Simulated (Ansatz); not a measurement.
A nudged elastic band was laid between two geometries of BH4NO + H3N (11 atoms, charge 0, multiplicity 1).

Method: Ansatz, RKS B3LYP-D4/def2-mTZVP.

```yaml
movable_images: 7
climbing_image: yes
spring: 5.0 eV/Å²
optimiser: quadratic models (default)
start_path: through a guess of the saddle point
force_threshold: 0.05 eV/Å
iteration_limit: 60
end_points: relaxed
```

Image 0:

```xyz
11
Properties=species:S:1:pos:R:3
B -0.067 -0.921 -0.201
O 0.584 -0.144 0.710
H 0.163 0.724 0.904
H 0.406 -1.986 -0.473
N -1.270 -0.544 -0.844
H -1.753 0.328 -0.684
H -1.729 -1.140 -1.514
N -0.476 2.426 1.426
H -1.223 2.383 2.114
H -0.766 3.090 0.712
H 0.331 2.833 1.893
```

Image 8:

```xyz
11
Properties=species:S:1:pos:R:3
B -0.640 0.783 -0.756
O 0.285 0.420 2.598
H 0.852 -0.350 2.466
H -0.016 0.869 -1.770
N -1.315 -0.417 -0.466
H -1.296 -1.211 -1.084
H -1.797 -0.598 0.403
N -0.631 1.885 0.150
H -1.320 1.987 0.883
H -0.252 2.775 -0.136
H 0.330 0.904 1.754
```

Q: What changes between the two ends?

A: Bonds broken: B1–O2, N8–H11. Bonds formed: B1–N8, O2–H11. BH4NO + H3N becomes BH5N2 + H2O.

Q: Give the energies along the band, and the barrier.

A: The run converged. The highest image is number 4 of 0 to 8, 160.3 kJ/mol above the first end and 121.0 kJ/mol above the last; the last end lies 39.3 kJ/mol above the first. The profile has 2 maxima (images 4, 7) with wells between them (image 5): this band takes more than one step, which may be the mechanism or a detour left from its start path. Neighbouring images differ by up to 1.2 eV, so the band resolves the path poorly. A vibrational analysis at the climbing image gives one clearly imaginary mode, 1440i cm⁻¹: a first-order saddle point. The orbitals stay closed-shell, which can raise the energy where a bond breaks towards radicals; this wasn't checked here.

```
image  path coordinate (Å)  energy (kJ/mol)  B1–O2 (Å)  N8–H11 (Å)  B1–N8 (Å)
    0                 0.00              0.0       1.36        1.02       3.74
    1                 1.70              6.2       1.37        1.02       3.47
    2                 3.40             29.2       1.38        1.02       3.23
    3                 5.10             42.4       1.39        1.02       2.61
    4                 6.80            160.3       1.71        1.31       1.58
    5                 8.56             40.2       3.41        2.09       1.42
    6                10.33             66.5       3.37        2.06       1.43
    7                12.10             69.0       3.29        2.26       1.42
    8                13.86             39.3       3.50        2.11       1.43
```

Q: What is the geometry of the highest image?

A: 
```xyz
11
Properties=species:S:1:pos:R:3
B -0.234 0.519 -0.099
O 0.507 0.009 1.357
H -0.031 -0.665 1.796
H 0.618 0.459 -0.935
N -1.492 -0.145 -0.408
H -2.258 -0.176 0.254
H -1.474 -0.982 -0.972
N -0.399 1.929 0.598
H -1.345 2.291 0.659
H 0.217 2.664 0.269
H 0.092 1.144 1.524
```

The band took 37 iterations and roughly 16 core-minutes.

Run time: 8.2 min on 2 threads of Intel(R) Xeon(R) Platinum 8259CL CPU @ 2.50GHz (Skylake/Cascade Lake), on a shared host, peak memory 0.22 GiB.
